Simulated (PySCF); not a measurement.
Vertical excitations of a molecule C₄H₉NO from TDDFT-PBE/def2-SVPD in PySCF, as energy in eV (oscillator strength): 5.24 (0.055), 5.33 (0.054), 5.69 (0.002), 5.76 (0.020), 5.91 (0.018), 6.28 (0.037), 6.34 (0.053), 6.38 (0.003), 6.58 (0.005), 6.71 (0.139). Lowest triplet (TDA): 4.27 eV. Geometry optimised at PBE0-D3(BJ)/def2-SVP. Other conformers were not sampled.

### Question
Which structure fits?
A) C/C=N\COC
B) CO/C=C/CN
C) CC/N=C\CO
D) C1COCCN1

### Answer
B, CO/C=C/CN
